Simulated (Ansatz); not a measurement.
This geometry of CH$_{3}$BOSe (7 atoms, charge 0, multiplicity 1) is a first-order saddle point.

Computed with RKS B3LYP/def2-mTZVP in Ansatz.

```xyz
7
Properties=species:S:1:pos:R:3
O -1.128 0.922 -1.034
B -0.414 0.014 -0.331
C 0.886 -0.231 0.429
Se -0.399 -1.848 0.146
H -1.781 1.482 -0.601
H 1.004 0.024 1.477
H 1.833 -0.363 -0.085
```

Q: Which two structures does it join? (They come from a converged band through this point; their orientation in space is the band's.)

A: No bond is made or broken. The dihedral H5–O1–B2–Se4 goes from 0 to -180°.

Image 0:

```xyz
7
Properties=species:S:1:pos:R:3
O -1.039 1.237 -0.691
B -0.391 0.170 -0.197
C 0.927 -0.240 0.434
Se -0.521 -1.719 0.149
H -1.930 1.049 -1.019
H 1.137 -0.075 1.485
H 1.816 -0.423 -0.160
```

Image 10:

```xyz
7
Properties=species:S:1:pos:R:3
O -1.476 0.745 -0.767
B -0.570 -0.082 -0.218
C 0.826 -0.206 0.385
Se -0.351 -1.922 0.260
H -1.181 1.664 -0.840
H 1.037 0.076 1.411
H 1.716 -0.277 -0.231
```

Q: How far does it lie above each of them?

A: 10.0 kcal/mol above the first and 8.8 kcal/mol above the second. This is the barrier of this one path; another mechanism may lie lower.

Time of the run: 3.1 min on 2 threads of AMD EPYC 7R43 64-Core Processor (Zen 3), with other jobs on the host, peak memory 0.25 GiB.
